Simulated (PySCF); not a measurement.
Potential energy curve for H3ClGe, SMILES [Cl][GeH3]. The Ge1–Cl5 bond (Ge1 also carries H, H, H; Cl5 carries nothing else) is stretched with both fragments frozen at the PBE0/def2-TZVP optimised geometry.

Calculation: CCSD(T) on UHF/cc-pVDZ, 14 core orbitals frozen (PySCF 2.14.0).

Relative to R = 2.16 Å, what are the energies at R = 2.49, 2.90, 3.56, 7.60 Å?

0.517 eV at 2.49 Å, 1.706 eV at 2.90 Å, 3.298 eV at 3.56 Å, 3.857 eV at 7.60 Å.

The unrestricted determinant behind UCCSD(T) is spin-contaminated at 3.27 to 7.60 Å (<S²> up to 1.0, against 0.00 for a pure singlet).
